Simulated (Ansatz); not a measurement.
Program: Ansatz. Geometries: PBE0-D4/def2-TZVP. ΔE: electronic, gas phase. CCSD(T)/CBS is the MP2 limit (def2-TZVPP, def2-QZVPP) plus CCSD(T) − MP2 in def2-TZVPP, frozen cores. This one scheme is used for every species. Functionals use def2-TZVPP. For Ge outer-core shells are correlated without core-valence functions, which leaves a few kJ/mol of doubt a bond. Scalar relativity is left out up to krypton. Each species was taken in one conformer, which may not be the lowest.

Reaction (ligand exchange at the Si–C bond): `C#C[SiH](F)Cl` + `[SH][GeH3]` → `F[SiH](Cl)[S][GeH3]` + `C#C`

```
        level  ΔE (eV)
       PBE-D4    -0.37
MP2/CBS(def2)    -0.40
```

What does CCSD(T)/CBS give? (Estimate.)

The calculation gave: -0.36 eV. The listed levels differ from it by -0.01, -0.04 eV.

What do rigid-rotor, harmonic-oscillator terms from PBE0-D4/def2-TZVP frequencies (298.15 K, 1 bar) make of the CCSD(T)/CBS value? (Best estimate.)

The calculation gave: ΔZPE = +0.04 eV, ΔH = -0.30 eV, ΔS = -26 J/(mol·K), ΔG = -0.22 eV. Modes under 50 cm⁻¹ make the entropy rough.

Largest T1 diagnostic among the species: 0.013.

In def2-TZVPP, CCSD(T) changes the Hartree–Fock value by −0.11 eV (the triples alone add −0.02 eV) and MP2 by −0.15 eV. At CCSD(T), def2-SVP lies +0.11 eV from the extrapolated value and def2-TZVPP +0.06 eV. Leaving LDA and LC-ωPBE aside and taking each functional with its dispersion term where it has one, the values, not all of them listed here, spread over 0.11 eV, from PBE0-D4 to B2PLYP. LDA lies −0.07 eV from PBE without D4.
